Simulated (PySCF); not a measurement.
C2H9BN (charge -1).
Structure used (PBE0-D3(BJ)/def2-SVP), in Å, numbered top down from 1:
```xyz
13
C2H9BN angstrom
C     -1.7085   -0.1105   -0.5591
C     -0.3470   -0.5439   -0.0326
B      0.8693    0.5041   -0.3761
N      2.2181   -0.0494    0.1696
H     -1.9834    0.8822   -0.1591
H     -2.5411   -0.8038   -0.3195
H     -1.6823    0.0001   -1.6581
H     -0.4219   -0.6909    1.0679
H     -0.0961   -1.5457   -0.4381
H      0.9545    0.6298   -1.6291
H      0.5384    1.6492    0.0883
H      2.1670   -0.0621    1.1921
H      2.9499    0.6386   -0.0187
```

The computed photoelectron lines, unassigned: B 1s: 187.96 eV; C 1s: 284.24 (area 1), 285.74 (area 1) eV; N 1s: 398.42 eV.

Theory: PySCF, delta-SCF UKS SCAN, pcX-2 on the ionised atom, pcseg-1 elsewhere, spin-free X2C. The structure is a single PBE0-D3(BJ)/def2-SVP conformer in the gas phase; no vibrational or solvent corrections. The geometry's basis has no diffuse functions, a weakness for an anion.

Q: Order the carbon atoms by C 1s binding energy.

A: 284.24 eV: C2 (sp3 carbon bound to boron); 285.74 eV: C1 (methyl carbon). The listed C 1s values span 1.50 eV, from C2 (bonded to C, 2 H and B) to C1 (bonded to C and 3 H). Summing the Pauling electronegativity differences to the bonded atoms, each weighted by its formal bond order, gives -1.21 for the lowest site and -1.05 for the highest.

Bonded neighbours of each site: C1: C and 3 H; C2: C, 2 H and B; B3: N, C and 2 H; N4: 2 H and B.

Q: Express the binding energy of C 1s of C1 in atomic units and per mole.

A: 285.74 eV = 10.5008 Eh = 27570 kJ/mol.

The species carries charge -1, so core ionisation leaves a neutral species. The basis sets have no added diffuse functions.
